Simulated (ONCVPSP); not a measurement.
phosphorus (P): one change to an ONCV potential, before and after

phosphorus, optimised norm-conserving Vanderbilt (ONCV), made with ONCVPSP 4.0.1 (PBE, scalar-relativistic). Core [Ne], reference 3s2 3p3. Waves: 3s: rc 1.55 bohr, ncon 4, nbas 8, qcut 4.5 1/bohr, 2 projectors, debl 3.5 Ha; 3p: rc 1.45 bohr, ncon 5, nbas 9, qcut 5.4 1/bohr, 3 projectors, debl 3.1 Ha. Local part: polynomial inside 1.15 bohr (lpopt 5, dvloc0 0 Ha). Core correction: none.

Change: s: qcut 3.6.

Cutoffs: the cutoffs (Ha) at which the residual kinetic energy of the hardest occupied pseudo-wave falls to 1 and 0.1 mHa per electron; they do not see the model core or the augmentation charge, which bear on the density cutoff. Errors are all-electron minus pseudo energies relative to the spin-unpolarised reference configuration.

Problem. How do hardness, ghosts and transferability respond?

Solution. The potential gets harder (9.9 Ha and 104 Ha → 31 Ha and 104 Ha); both files keep a bound ghost (p); of the 4 tests that both files solve, the error grows in 2 and shrinks in 2 by more than 15 % and 0.3 meV (median size 2.6 → 2.2 meV).

```tsv
quantity	base	changed
cutoff, loose	9.9 Ha	31 Ha
cutoff, tight	104 Ha	104 Ha
loose cutoff by channel	s 9.9 Ha, p 5.5 Ha	s 31 Ha, p 5.5 Ha
bound ghosts	p	p
GHOST(+) flags under 300 eV	s at 116.5 eV	s at 119.9 eV
error for 3s2 3p2, meV [ΔE 9.73 eV]	-0.9	-0.4
error for 3s2 3p1, meV [ΔE 28.88 eV]	+0.2	+4.1
error for 3s2 3p0, meV [ΔE 58.62 eV]	+21	+34
error for 3s0 3p5, meV [ΔE 17.20 eV]	+4.2	+0.4
s: phases at 1.57 bohr within 0.05 rad from the reference energy up to (Ha; the scan ends near 5)	4.1	4.2
p: phases at 1.47 bohr within 0.05 rad from the reference energy up to (Ha; the scan ends near 5)	to the end of the scan	to the end of the scan
```

Base: The cutoffs count occupied waves only; projector 2 of the p channel, the hardest unoccupied one, needs 145 Ha at the loose tolerance. Changed file: The cutoffs count occupied waves only; projector 2 of the p channel, the hardest unoccupied one, needs 145 Ha at the loose tolerance. A true bound ghost makes a file unfit for plane-wave use even where its test errors are small: the radial tests pick states by their node count and pass the ghost by.
